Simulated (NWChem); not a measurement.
System: C2HF3; SMILES FC=C(F)F

Excerpt of the output:

```
             Northwest Computational Chemistry Package (NWChem) 7.3.0
             --------------------------------------------------------

                             Geometry "geometry" -> ""
                             -------------------------

 Output coordinates in angstroms (scale by  1.889725989 to convert to a.u.)

  No.       Tag          Charge          X              Y              Z
 ---- ---------------- ---------- -------------- -------------- --------------
    1 F                    9.0000     0.07747200    -1.87909000     0.00000000
    2 C                    6.0000    -0.62829700    -0.75492200     0.00000000
    3 C                    6.0000    -0.03078300     0.43285300     0.00000000
    4 F                    9.0000     1.26186100     0.62086400     0.00000000
    5 F                    9.0000    -0.69691800     1.56086200     0.00000000
    6 H                    1.0000    -1.71353300    -0.85818600     0.00000000

 Effective nuclear repulsion energy (a.u.)     173.7966861881

  pbe96 is a nonlocal functional; adding pw91lda local functional.

                                 NWChem DFT Module
                                 -----------------

 Summary of "ao basis" -> "ao basis" (spherical)
 ------------------------------------------------------------------------------
       Tag                 Description            Shells   Functions and Types
 ---------------- ------------------------------  ------  ---------------------
 F                           6-31g*                  6       14   3s2p1d
 C                           6-31g*                  6       14   3s2p1d
 H                           6-31g*                  2        2   2s

 in cosmo_initialize ...
 calling solv_data for solv:chcl3

 solvent parameters
 solvname_short: chcl3
 solvname_long:  chloroform
 dielec:        4.7113
 dielecinf:     2.0906
 nonaqueous SMD model solvent descriptors
 dielec:        4.7113
 sola:          0.1500
 solb:          0.0200
 solc:          0.0000
 solg:         38.3900
 solh:          0.7500
 soln:          1.4459

          ---------------
          -cosmo- solvent
          ---------------
 Cosmo: York-Karplus, doi: 10.1021/jp992097l
 dielectric constant -eps-     =   4.71
 screen = (eps-1)/(eps    )    =   0.78774
 surface charge correction     = lagrangian

   van der Waals surface
 --------------------------

 ---------- ATOMIC COORDINATES (A.U.) ------------ VDWR(ANG.) --
     1    0.14640085   -3.55096521    0.00000000     1.730
     2   -1.18730917   -1.42659572    0.00000000     1.850
     3   -0.05817144    0.81797356    0.00000000     1.850
     4    2.38457153    1.17326284    0.00000000     1.730
     5   -1.31698406    2.94960149    0.00000000     1.730
     6   -3.23810784   -1.62173639    0.00000000     1.200
 number of segments per atom =        128
 number of   points per atom =        128
 atom (   nspa,  nppa )
 ----------------------
    1 (     84,     0 )       0
    2 (     50,     0 )       0
    3 (     30,     0 )       0
    4 (     86,     0 )       0
    5 (     80,     0 )       0
    6 (     54,     0 )       0
 number of -cosmo- surface points =      384
 molecular surface =     94.585 angstrom**2
 molecular volume  =     72.654 angstrom**3
 -lineq- algorithm             =   0
 -bem- low  level              =   3
 -bem- from -octahedral-
 gaussian surface charge width =   4.50000
 degree of switching           =   1.00000
 switching function tolerance  =   0.00010
 atomic radii =
 --------------
    1  9.000  1.730
    2  6.000  1.850
    3  6.000  1.850
    4  9.000  1.730
    5  9.000  1.730
    6  1.000  1.200
 ...... end of -cosmo- initialization ......

 nat:                     6
 ixmem:                  2111
 calling mnsol_interface()
 G(SMD-CDS) energy (kcal/mol)  =     1.265
 SMD-CDS SASA (angstrom**2)    =   108.748

            General Information
            -------------------
          SCF calculation type: DFT
          Wavefunction type:  closed shell.
          No. of atoms     :     6
          No. of electrons :    40
           Alpha electrons :    20
            Beta electrons :    20
          Charge           :     0
          Spin multiplicity:     1
          Use of symmetry is: off; symmetry adaption is: off
          Maximum number of iterations: 150
          AO basis - number of functions:    72
                     number of shells:    32
          Convergence on energy requested:  1.00D-06
          Convergence on density requested:  1.00D-05
          Convergence on gradient requested:  5.00D-04

              XC Information
              --------------
          PerdewBurkeErnzerhof Exchange Functional  1.000
            Perdew 1991 LDA Correlation Functional  1.000 local
           PerdewBurkeErnz. Correlation Functional  1.000 non-local

             Grid Information
             ----------------
          Grid used for XC integration:  medium
          Radial quadrature: Mura-Knowles
          Angular quadrature: Lebedev.
          Tag              B.-S. Rad. Rad. Pts. Rad. Cut. Ang. Pts.
          ---              ---------- --------- --------- ---------
          F                   0.50       49           9.0       434
          C                   0.70       49           7.0       434
          H                   0.35       45           7.0       434
          Grid pruning is: on
          Number of quadrature shells:   290
          Spatial weights used:  Erf1

      Superposition of Atomic Density Guess
      -------------------------------------

 Sum of atomic energies:        -373.93573690

      Non-variational initial energy
      ------------------------------

 Total energy =    -375.648500
 1-e energy   =    -865.093064
 2-e energy   =     315.647878
 HOMO         =      -0.206310
 LUMO         =       0.147129

   convergence    iter        energy       DeltaE   RMS-Dens  Diis-err
 ---------------- ----- ----------------- --------- --------- ---------
     COSMO gas phase
 d= 0,ls=0.0,diis     1   -375.7571600603 -5.50D+02  2.60D-02  1.30D+00
 d= 0,ls=0.0,diis     2   -375.4566943712  3.00D-01  1.74D-02  4.71D+00
 d= 0,ls=0.0,diis     3   -375.8855260379 -4.29D-01  5.55D-03  1.21D-01
 d= 0,ls=0.0,diis     4   -375.8887384249 -3.21D-03  3.29D-03  7.77D-02
 d= 0,ls=0.0,diis     5   -375.8963967748 -7.66D-03  1.02D-03  9.34D-03
  Resetting Diis
 d= 0,ls=0.0,diis     6   -375.8973598549 -9.63D-04  2.20D-04  5.98D-04
 d= 0,ls=0.0,diis     7   -375.8974325767 -7.27D-05  8.83D-05  2.12D-05
 d= 0,ls=0.0,diis     8   -375.8974294021  3.17D-06  5.56D-05  5.83D-05
 d= 0,ls=0.0,diis     9   -375.8974346505 -5.25D-06  1.23D-05  1.47D-06
 d= 0,ls=0.0,diis    10   -375.8974347911 -1.41D-07  3.10D-06  6.62D-08

   convergence    iter        energy       DeltaE   RMS-Dens  Diis-err
 ---------------- ----- ----------------- --------- --------- ---------
     COSMO solvation phase
 d= 0,ls=0.0,diis     1   -375.8973172330  1.18D-04  1.08D-03  7.14D-04
 d= 0,ls=0.0,diis     2   -375.8974544304 -1.37D-04  2.96D-04  6.59D-04
 d= 0,ls=0.0,diis     3   -375.8975035694 -4.91D-05  8.80D-05  1.74D-04
 d= 0,ls=0.0,diis     4   -375.8975168813 -1.33D-05  2.08D-05  3.44D-06
 d= 0,ls=0.0,diis     5   -375.8975171886 -3.07D-07  9.42D-06  6.10D-07

         Total DFT energy =     -375.897517188591
      One electron energy =     -865.925077619087
           Coulomb energy =      358.546622261853
    Exchange-Corr. energy =      -42.256200291306
 Nuclear repulsion energy =      173.796686188098

             COSMO energy =       -0.059547728148

 Numeric. integr. density =       39.999998169319

                                COSMO-SMD solvation results
                                ---------------------------

             internal energy in gas <Psi(g)|H|Psi(g)> =      -375.897434791126
         internal energy in solvent <Psi(s)|H|Psi(s)> =      -375.897207293308
                               delta internal energy  =         0.000227497817 (    0.14 kcal/mol)
   total free energy in solvent <Psi(s)|H+V/2|Psi(s)> =      -375.899533075169
 polarization energy contribution <Psi(s)|V/2|Psi(s)> =        -0.002325781861 (   -1.46 kcal/mol)
    total free energy in solvent including G(SMD-CDS) =      -375.897517188591
                       G(SMD-CDS) energy contribution =         0.002015886578 (    1.26 kcal/mol)
     1 M fixed-concentration free energy of solvation =        -0.000082397465 (   -0.05 kcal/mol)

                       DFT Final Molecular Orbital Analysis
                       ------------------------------------

 Vector   18  Occ=2.000000D+00  E=-3.589719D-01
              MO Center=  2.7D-01,  9.8D-01,  4.6D-10, r^2= 1.8D+00
   Bfn.  Coefficient  Atom+Function         Bfn.  Coefficient  Atom+Function
  ----- ------------  ---------------      ----- ------------  ---------------
    59     -0.460469  5 F  px                46      0.457368  4 F  py
    63     -0.308910  5 F  px                50      0.301353  4 F  py
    45     -0.182234  4 F  px                60     -0.127663  5 F  py
    49     -0.125603  4 F  px                64     -0.082470  5 F  py
     4      0.081052  1 F  py                17      0.059903  2 C  px

 Vector   19  Occ=2.000000D+00  E=-3.194267D-01
              MO Center= -2.5D-01, -1.3D+00,  1.9D-11, r^2= 1.7D+00
   Bfn.  Coefficient  Atom+Function         Bfn.  Coefficient  Atom+Function
  ----- ------------  ---------------      ----- ------------  ---------------
     3      0.485901  1 F  px                 7      0.334297  1 F  px
     4      0.274608  1 F  py                34     -0.228933  3 C  s
    17     -0.213464  2 C  px                72      0.214082  6 H  s
     8      0.191411  1 F  py                71      0.187099  6 H  s
    32      0.161423  3 C  py                46     -0.110836  4 F  py

 Vector   20  Occ=2.000000D+00  E=-1.987297D-01
              MO Center= -2.1D-01, -2.6D-01, -2.7D-10, r^2= 2.0D+00
   Bfn.  Coefficient  Atom+Function         Bfn.  Coefficient  Atom+Function
  ----- ------------  ---------------      ----- ------------  ---------------
    19      0.400506  2 C  pz                33      0.373491  3 C  pz
     5     -0.297798  1 F  pz                23      0.275649  2 C  pz
     9     -0.240269  1 F  pz                61     -0.237687  5 F  pz
    47     -0.229837  4 F  pz                37      0.184499  3 C  pz
    65     -0.182728  5 F  pz                51     -0.179779  4 F  pz

 Vector   21  Occ=0.000000D+00  E= 1.059067D-02
              MO Center= -2.7D-01, -1.1D-01, -1.2D-09, r^2= 1.8D+00
   Bfn.  Coefficient  Atom+Function         Bfn.  Coefficient  Atom+Function
  ----- ------------  ---------------      ----- ------------  ---------------
    33     -0.557708  3 C  pz                23      0.531911  2 C  pz
    37     -0.502647  3 C  pz                19      0.459773  2 C  pz
    47      0.203457  4 F  pz                61      0.196663  5 F  pz
     5     -0.186400  1 F  pz                51      0.179485  4 F  pz
    65      0.177134  5 F  pz                 9     -0.176061  1 F  pz

 Vector   22  Occ=0.000000D+00  E= 5.414172D-02
              MO Center= -3.0D-01, -4.4D-01, -8.3D-10, r^2= 2.2D+00
   Bfn.  Coefficient  Atom+Function         Bfn.  Coefficient  Atom+Function
  ----- ------------  ---------------      ----- ------------  ---------------
    22      0.594019  2 C  py                 6      0.525321  1 F  s
    72     -0.424070  6 H  s                 21     -0.358067  2 C  px
    31     -0.347161  3 C  px                34     -0.315959  3 C  s
     8      0.306011  1 F  py                35     -0.292529  3 C  px
    48      0.276832  4 F  s                 36      0.269585  3 C  py

 Vector   23  Occ=0.000000D+00  E= 1.113141D-01
              MO Center= -8.8D-01, -1.4D-01,  8.2D-10, r^2= 3.2D+00
   Bfn.  Coefficient  Atom+Function         Bfn.  Coefficient  Atom+Function
  ----- ------------  ---------------      ----- ------------  ---------------
    72     -1.384304  6 H  s                 20      1.318205  2 C  s
    34     -1.089405  3 C  s                 21     -0.514860  2 C  px
    62      0.481561  5 F  s                 48      0.352884  4 F  s
    36     -0.327587  3 C  py                49     -0.284896  4 F  px
    16      0.277136  2 C  s                 64     -0.232342  5 F  py

     Multipole analysis of the density
     ---------------------------------

     L   x y z        total         alpha         beta         nuclear
     -   - - -        -----         -----         ----         -------
     0   0 0 0     -0.000000    -20.000000    -20.000000     40.000000

     1   1 0 0     -0.443986     -0.329445     -0.329445      0.214903
     1   0 1 0      0.065960      0.096168      0.096168     -0.126377
     1   0 0 1     -0.000000     -0.000000     -0.000000      0.000000

     2   2 0 0    -17.651395    -51.796907    -51.796907     85.942418
     2   1 1 0      0.872448      0.102073      0.102073      0.668302
     2   1 0 1     -0.000000     -0.000000     -0.000000      0.000000
     2   0 2 0    -20.339508   -121.684755   -121.684755    223.030002
     2   0 1 1     -0.000000     -0.000000     -0.000000      0.000000
     2   0 0 2    -18.776831     -9.388415     -9.388415      0.000000
```

Level: PBE/6-31G* (spherical d), SMD on the gas-phase geometry. Geometry: optimised at PBE0/def2-SVP. Solvent: chloroform.

Reconstruct the input file.

Several could match; the one computed here: the input that was run:
```
start job
memory heap 200 mb stack 900 mb global 1100 mb
geometry units angstroms noautosym nocenter noautoz
  F      0.077472    -1.879090     0.000000
  C     -0.628297    -0.754922     0.000000
  C     -0.030783     0.432853     0.000000
  F      1.261861     0.620864     0.000000
  F     -0.696918     1.560862     0.000000
  H     -1.713533    -0.858186     0.000000
end
basis spherical
  * library 6-31g*
end
dft
  xc xpbe96 cpbe96
  iterations 150
end
cosmo
  do_cosmo_smd true
  solvent chcl3
end
task dft energy
```
